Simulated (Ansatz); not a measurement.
`C=C([SiH3])[O][AlH][F]` at its PBE0-D4/def2-TZVP geometry, where that method's forces vanish. Total charge 0; spin multiplicity 1.

```xyz
12

C     0.4571    1.7622   -0.9064
C     0.1568    0.6065   -0.3162
Si    1.0123    0.0436    1.2578
O    -0.7901   -0.2072   -0.8469
Al   -1.6099   -1.6603   -0.6529
F    -2.7158   -2.0254   -1.8084
H    -0.0428    2.0789   -1.8161
H     1.2129    2.4099   -0.4824
H     1.6747   -1.2689    1.0226
H     0.0018   -0.1532    2.3332
H     2.0135    1.0557    1.6747
H    -1.3705   -2.6415    0.5410
```

Task: What forces (eV/Å) does ωB97M-V/def2-TZVPP give on these atoms in Ansatz? (Best estimate.)

Result: Computed: 
```
C1  -0.006 -0.014  0.005
C2   0.306  0.325  0.119
Si3  0.072 -0.059  0.142
O4  -0.216 -0.164 -0.141
Al5  0.062 -0.138  0.207
F6  -0.080 -0.029 -0.080
H7   0.028 -0.043  0.072
H8  -0.053 -0.051 -0.024
H9  -0.079  0.150  0.018
H10  0.109  0.024 -0.129
H11 -0.122 -0.113 -0.059
H12 -0.021  0.113 -0.130
```
